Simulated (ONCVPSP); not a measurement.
# Cutoff test, Li, ONCV

| Quantity | Value |
| --- | --- |
| Element | lithium |
| Generator | ONCVPSP 4.0.1 |
| Type | optimised norm-conserving Vanderbilt (ONCV) |
| Functional | PBE |
| Relativity | scalar-relativistic |
| Frozen core | none |
| Valence charge | 3 |
| Reference configuration | 1s2 2s0.5 (charge +0.5) |
| Partial waves | 1s+2s: rc 0.90 bohr, ncon 5, nbas 8, qcut 16.5 1/bohr, 2 projectors; p scattering state at 0.37 Ha: rc 0.80 bohr, ncon 4, nbas 8, qcut 11.8 1/bohr, 1 projector; d scattering state at 0.36 Ha: rc 0.75 bohr, ncon 4, nbas 9, qcut 13.6 1/bohr, 2 projectors, debl 3.9 Ha |
| Local potential | polynomial inside 0.55 bohr (lpopt 4, dvloc0 0 Ha) |
| Core correction | none |

Task: For each optimised wave give the share of its norm inside rc, the residual kinetic energy above qcut (Ha) and the cutoffs (Ha) for errors of 10, 1, 0.1 and 0.01 mHa per electron.

Result:

```json
{"wave": "1s", "norm inside rc": "0.836", "residual KE": "8.6e-08", "10 mHa": "59.0", "1 mHa": "80.3", "0.1 mHa": "98.8", "0.01 mHa": "113.6"}
{"wave": "2s", "norm inside rc": "0.019", "residual KE": "2.6e-08", "10 mHa": "26.9", "1 mHa": "52.9", "0.1 mHa": "76.6", "0.01 mHa": "96.5"}
{"wave": "p projector 1", "norm inside rc": "0.051", "residual KE": "2.4e-06", "10 mHa": "8.6", "1 mHa": "23.4", "0.1 mHa": "42.1", "0.01 mHa": "57.0"}
{"wave": "d projector 1", "norm inside rc": "0.000", "residual KE": "1.2e-08", "10 mHa": "1.6", "1 mHa": "3.1", "0.1 mHa": "7.2", "0.01 mHa": "18.5"}
{"wave": "d projector 2", "norm inside rc": "0.016", "residual KE": "2.4e-07", "10 mHa": "10.6", "1 mHa": "16.4", "0.1 mHa": "36.0", "0.01 mHa": "57.9"}
```

The occupied waves need 80 Ha and 99 Ha for 1 and 0.1 mHa. Rows with under 1 % of the norm inside rc give no meaningful cutoff.
